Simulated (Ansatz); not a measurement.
Wavefunction ladder for CH₆B₂OS

```xyz
11

B    -0.339   -0.626   -1.116
B     0.841   -0.011   -0.056
O     2.188    0.107   -0.003
C    -0.073    0.508    1.158
S    -1.488   -0.500    0.588
H    -0.395   -1.750   -1.541
H    -0.791    0.210   -1.866
H     2.617   -0.254   -0.783
H    -0.321    1.566    1.048
H     0.180    0.304    2.200
H    -2.419    0.447    0.370
```

The species carries charge 0 and has multiplicity 1. The bonds changed during the relaxation, so this is another structure than the one it started from. Geometry: relaxed with PBE0-D4/def2-TZVP. It is one conformer, not always the lowest. Frozen core, restricted reference, Ansatz. CBS rows extrapolate triple and quadruple zeta; past MP2 they add the triple-zeta difference.

```json
{"basis": "def2-TZVPP", "HF (Eh)": "-563.20980", "MP2 corr.": "-0.80525", "CCSD corr.": "-0.85219", "(T)": "-0.03654", "CCSD(T) total": "-564.09853"}
{"basis": "def2-QZVPP", "HF (Eh)": "-563.22873", "MP2 corr.": "-0.86425", "CCSD corr.": "–", "(T)": "–", "CCSD(T) total": "–"}
{"basis": "CBS(def2)", "HF (Eh)": "-563.23134", "MP2 corr.": "-0.90796", "CCSD corr.": "-0.95490", "(T)": "as TZ", "CCSD(T) total": "-564.22278"}
```
